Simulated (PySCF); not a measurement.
# Calculated NMR data

Single conformer, in vacuum, fast rotation and ring inversion assumed for equivalent nuclei, relativity neglected. σ from GIAO-PBE0/pcSseg-1; GFN2-xTB structure; PySCF 2.14.

Shifts are taken against calculated references (same method and geometry level): $^{1}$H (σ = 31.72 ppm), $^{13}$C (σ = 186.93 ppm) vs TMS. Splittings of carbon signals by F and P are missing where no couplings were computed. Where no couplings were computed, multiplicities follow the n + 1 count of equivalent neighbours, and m marks all less simple cases (inequivalent or close neighbours, rings, F or P nearby). Shifts are as computed. Against solution values, carbons near 30 ppm lie about +3 ppm off and those near 130 ppm about +5 ppm. Of 1211 compounds with measured shifts, 218 miss one by over three times the rms of a fit or turn the order of signals round; such compounds aren't used in these exercises.

Compound 1 (C3H14O2Si3). $^{1}$H NMR (600 MHz, computed): δ 5.05 (s, 2H), 4.92 (d, 2H), 4.02 (d, 6H), 3.58 (s, 3H), -0.44 (m, 1H). $^{13}$C{$^{1}$H} NMR (computed): δ 94.7 (CH2), 56.5 (CH3), -15.1 (CH). Structure: SMILES COCO[SiH2]C([SiH3])[SiH3].

Compound 2 (C6H11OP). $^{1}$H NMR (600 MHz, computed): δ 1.84 (m, 2H), 1.80 (m, 1H), 1.69 (m, 2H), 1.49 (m, 2H), 1.47 (m, 2H), 1.13 (m, 2H). $^{13}$C{$^{1}$H} NMR (computed): δ 31.3, 31.1, 29.8, 22.8. Structure: `C1[P@]2(=O)CC[C@H](C1)C2`.

Compound 3 (C3H14OSi3). $^{1}$H NMR (600 MHz, computed): δ 4.15 (s, 9H), 3.68 (q, 2H), 1.31 (t, 3H). $^{13}$C{$^{1}$H} NMR (computed): δ 70.1, 54.1, 18.7. Structure: SMILES CCOC([SiH3])([SiH3])[SiH3].
